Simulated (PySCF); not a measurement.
# Unknown compound

Molecular formula: C$_{4}$H$_{7}$NOSi. Simulated spectra:

¹H NMR (400 MHz, computed): δ 7.28 (m, 1H), 6.18 (d, 1H), 5.31 (d, 2H), 3.87 (s, 3H).

¹³C{¹H} NMR (computed): δ 166.2 (CH), 123.4 (CH), 122.0 (C), 54.1 (CH3).

- structure optimised with GFN2-xTB
- shielding tensors at PBE0/pcSseg-1 (GIAO)
- program: PySCF
- single conformer, isolated molecule, one averaged value for each set of equivalent atoms, no relativistic terms

Shifts are taken against calculated references (same method and geometry level): TMS for ¹H (σ = 31.72 ppm) and ¹³C (σ = 186.93 ppm).

Task: Which of these isomers gave the spectra?
A. N#C[SiH2]OC1CC1
B. C[SiH2]c1cnoc1
C. CO[SiH2]/C=C\C#N
D. Cc1cnoc1[SiH3]

Result: C. 

- Rings plus π bonds: 3 (no ring in the answer).
- 4 carbon signals for 4 carbons: no two carbons are equivalent.
- Carbon types of the structure: 1 × C, 2 × CH, 1 × CH3, leaving 2 H on heteroatoms.
- δC 166.2, 123.4: alkene CH.
- δC 122.0: nitrile carbon; this is the usual window of a C≡N carbon, which has no attached hydrogen.
- δC 54.1: methyl carbon bonded to O; the inductive effect lowers its shielding.
- δH 7.28, 6.18: hydrogen on an alkene CH; olefinic region.
- δH 3.87: hydrogen on a methyl carbon bonded to O; its carbon carries O, which withdraws density.

The others: Cc1cnoc1[SiH3] would give 3 signals for carbon-bound and other non-exchanging H, not 4; C[SiH2]c1cnoc1 has carbons computed at 169.9, 156.2, 112.8, -5.6; N#C[SiH2]OC1CC1 would give 3 carbon signals, not 4.

Shifts are as computed. Against solution values, carbons near 30 ppm lie about +3 ppm off and those near 130 ppm about +5 ppm. Of 1211 compounds with measured shifts, 218 miss one by over three times the rms of a fit or turn the order of signals round; such compounds aren't used in these exercises. Multiplicities follow the n + 1 count of equivalent neighbours, as no J values were calculated; m marks all less simple cases, F and P coupling included.
